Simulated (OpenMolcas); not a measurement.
Predicting a hybrid from its neighbours: AlGeH4F

AlGeH4F has 7 atoms, charge 0, and is taken as a singlet. As SMILES, `[F][AlH][GeH3]`. The coordinates come from a PBE0-D4/def2-TZVP relaxation.

The HOMO–LUMO gap y, in eV, basis def2-SVPD; a is the functional's share of exact exchange. Programs: OpenMolcas 26.06.

| functional | program | a | y (eV) |
| --- | --- | --- | --- |
| revPBE | OpenMolcas | 0 | 4.32 |
| BLYP | OpenMolcas | 0 | 4.25 |
| B3LYP | OpenMolcas | 0.2 | 5.73 |
| PBE0 | OpenMolcas | 0.25 | ? |
| BHLYP | OpenMolcas | 0.5 | 7.91 |

Problem. Fit y = c + s·a to the known rows and predict PBE0.

Solution. 
1. Means of the 4 rows: a = 0.1750, y = 5.553.
2. Σ(Δa)² = 0.1675, Σ(Δa·Δy) = 1.2143, so the slope is 1.2143/0.1675 = 7.2496.
3. Intercept: 5.553 − (7.2496) × 0.1750 = 4.284. The largest residual of the fit is 0.036.
4. PBE0: 4.284 + (7.2496) × 0.25 = 6.10 eV.

The run gave 6.12 eV, so the prediction is off by -0.02 eV, within the largest residual. Exact exchange lowers occupied levels and raises empty ones. The rows mix families of semi-local functionals, which the line can't see.
